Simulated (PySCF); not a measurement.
C7H7FO.
Atom-mapped SMILES: `[OH:1][c:2]1[cH:3][cH:4][c:5]([CH2:6][F:7])[cH:8][cH:9]1` (hydrogens: H10 on O1; H11 on C3; H12 on C4; H13, H14 on C6; H15 on C8; H16 on C9)

Level: wB97X-D/def2-SVPD in PySCF, non-relativistic, on one gas-phase PBE0-D3(BJ)/def2-SVP geometry that isn't relaxed in the solvent. The solvent is an IEF-PCM continuum (cavity from Bondi-type radii × 1.2), and excitations are vertical TDDFT with non-equilibrium linear response and a frozen core. Only the electrostatic response of the medium enters.

Gas-phase singlets (H = HOMO, L = LUMO):

| state | E (eV) | λ (nm) | f | leading configurations |
| --- | --- | --- | --- | --- |
| S1 | 5.076 | 244 | 0.034 | H→L 81%, H-1→L+1 16% |
| S2 | 5.907 | 210 | 0.079 | H→L+1 72%, H-1→L 24% |
| S3 | 6.357 | 195 | 0.000 | H→L+2 91% |
| S4 | 6.923 | 179 | 0.672 | H-1→L 67%, H→L+1 24% |
| S5 | 7.010 | 177 | 0.428 | H-1→L+1 76%, H→L 14% |

Q: How does the list change in chloroform (ε = 4.711)?

A: 
```tsv
state	E (eV)	λ (nm)	f	leading configurations	change by rank (eV)
S1	5.057	245	0.054	H→L 83%, H-1→L+1 14%	-0.019
S2	5.866	211	0.120	H→L+1 75%, H-1→L 21%	-0.041
S3	6.580	188	0.001	H→L+2 87%	+0.223
S4	6.745	184	0.830	H-1→L 74%, H→L+1 21%	-0.178
S5	6.855	181	0.523	H-1→L+1 82%, H→L 12%	-0.155
```

Q: Give the list for acetonitrile (ε = 35.69), n² = 1.81.

A: 
```csv
state,E (eV),λ (nm),f,leading configurations,change by rank (eV)
S1,5.068,245,0.050,"H→L 83%, H-1→L+1 14%",-0.008
S2,5.879,211,0.114,"H→L+1 75%, H-1→L 21%",-0.028
S3,6.620,187,0.001,H→L+2 84%,+0.263
S4,6.789,183,0.806,"H-1→L 73%, H→L+1 21%",-0.134
S5,6.892,180,0.501,"H-1→L+1 82%, H→L 13%",-0.118
```

Q: How do the frontier levels move from gas to acetonitrile?

A: 
```tsv
orbital	gas (eV)	solvent (eV)	change (eV)	Löwdin shares, gas	Löwdin shares, solvent
LUMO+2	2.10	2.46	+0.36	O1 33 %, H10 20 %, C3 13 %, H11 13 %	O1 16 %, C6 12 %, C3 11 %, C2 9 %
LUMO+1	1.70	1.75	+0.05	C2 20 %, C5 19 %, C8 14 %, C3 10 %	C2 20 %, C5 20 %, C8 14 %, C3 10 %
LUMO	1.24	1.30	+0.06	C4 22 %, C9 18 %, C3 17 %, C8 14 %	C4 21 %, C9 19 %, C3 17 %, C8 15 %
HOMO	-8.28	-8.24	+0.04	C5 19 %, O1 17 %, C2 16 %, C9 11 %	C5 19 %, O1 17 %, C2 16 %, C9 11 %
HOMO-1	-9.31	-9.28	+0.03	C3 21 %, C8 21 %, C9 20 %, C4 19 %	C3 21 %, C8 20 %, C4 20 %, C9 20 %
HOMO-2	-11.46	-11.41	+0.05	O1 17 %, F7 14 %, C6 12 %, C4 9 %	O1 18 %, F7 13 %, C6 13 %, C8 9 %
HOMO-3	-11.60	-11.50	+0.10	C5 11 %, C8 11 %, C9 10 %, F7 10 %	C8 11 %, C5 11 %, C9 10 %, C2 10 %
```

The HOMO–LUMO gap goes from 9.52 to 9.53 eV. Rows go by rank; for LUMO+2 the atom shares or the degeneracy differ between the runs, so the row needn't follow one orbital.

Conformer computed: `[OH:1][c:2]1[cH:3][cH:4][c:5]([CH2:6][F:7])[cH:8][cH:9]1`: C4–C5–C6–F7 180°, H–O1–C2–C3 0°.
